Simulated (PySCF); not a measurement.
H3O4S (SMILES O=S(=O)(O)[OH2+]), charge +1, singlet, geometry from GFN2-xTB. Base run: SCAN/3-21G in PySCF.

Input for PySCF:
```python
from pyscf import gto, scf, dft

mol = gto.M(
    atom='''
O    -0.92927765   -1.10107103    0.47038150
S    -0.30648471    0.06577188    0.03592323
O    -0.28177496    1.30990163    0.67380737
O    -0.16040338    0.13618090   -1.48192162
O     1.51509703   -0.43530633    0.32634646
H     0.02738105    0.99314564   -1.88232251
H     2.02118500    0.06891685    0.99495602
H     1.70606114   -1.39205371    0.40368493
''',
    basis='3-21g',
    charge=1,
    verbose=4,
)

mf = dft.RKS(mol)
mf.xc = 'scan'
mf.kernel()
mf.analyze()
```

Each row names what was changed in the base input (with any setting that the change needs).

```csv
change,ΔE vs base (mEh),grid points,electrons on the grid
base,0.000,104632,50.00000
grids.becke_scheme = stratmann,-0.003,104632,50.00001
grids.level = 1,4.050,34456,49.99997
grids.level = 5,-1.791,285584,50.00000
grids.radi_method = mura_knowles,0.052,100096,50.00000
grids.radi_method = gauss_chebyshev,-2.033,103120,50.00000
"grids.atom_grid = (30, 110)",-41.779,19632,50.00008
"grids.atom_grid = (50, 194)",-16.656,52040,49.99999
grids.prune = off,0.000,170624,50.00000
grids.level = 0,125.4,7832,50.00028
"grids.atom_grid = (150, 974)",-1.308,632880,50.00000
```
